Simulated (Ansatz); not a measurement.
Ansatz (a first-principles code) input (CCSD(T)/cc-pwCVTZ):
A basis named .json is the Basis Set Exchange file of that set.

Ansatz 0.2 input:
```yaml
crystal:
  periodic: [false, false, false]
  atoms:
    - {symbol: Si, position_ang: [2.20449668, 0.22412490, 0.05261969]}
    - {symbol: C, position_ang: [0.33264294, 0.21072092, 0.07134900]}
    - {symbol: N, position_ang: [-0.39688624, 1.23114657, 0.44628403]}
    - {symbol: C, position_ang: [-1.73269111, 0.96065833, 0.36612417]}
    - {symbol: C, position_ang: [-2.05257810, -0.29002441, -0.07815081]}
    - {symbol: S, position_ang: [-0.62241647, -1.16845932, -0.41099914]}
    - {symbol: H, position_ang: [2.71847024, 0.46701343, 1.41744631]}
    - {symbol: H, position_ang: [2.68985890, 1.28272279, -0.85826416]}
    - {symbol: H, position_ang: [2.65982535, -1.10007151, -0.42775204]}
    - {symbol: H, position_ang: [-2.44773688, 1.72004105, 0.64730845]}
    - {symbol: H, position_ang: [-3.03074627, -0.71826025, -0.21935036]}
basis:
  gaussian:
    orbitals: cc-pwCVTZ.json
magnetization: {spin_polarized: false}
correlation: {method: ccsd_t, electrons: outside_noble_gas}
```

End of the output:

```
reference -23333.80193429 eV, -857.5014048662 hartree; 16, 16 occupied and 330, 330 virtual orbitals, 2112 factors
second order -26.89537550 eV of doubles, -0.00000000 eV of singles
coupled cluster: 27.16 GiB planned
cycle   1  -26.64149444 eV  change    2.5e-1 eV  update   1.4e-1
cycle   2  -27.50793044 eV  change   -8.7e-1 eV  update   4.7e-2
cycle   3  -27.70176044 eV  change   -1.9e-1 eV  update   2.3e-2
cycle   4  -27.68503218 eV  change    1.7e-2 eV  update   6.3e-3
cycle   5  -27.68378325 eV  change    1.2e-3 eV  update   3.9e-3
cycle   6  -27.68527395 eV  change   -1.5e-3 eV  update   1.5e-3
cycle   7  -27.68442891 eV  change    8.5e-4 eV  update   7.2e-4
cycle   8  -27.68431397 eV  change    1.1e-4 eV  update   2.6e-4
cycle   9  -27.68443087 eV  change   -1.2e-4 eV  update   7.0e-5
cycle  10  -27.68440750 eV  change    2.3e-5 eV  update   3.0e-5
perturbative correction -1.54219853 eV, -0.0566747507 hartree
Total energy: -23363.02854032 eV, -858.5754628274 hartree
```
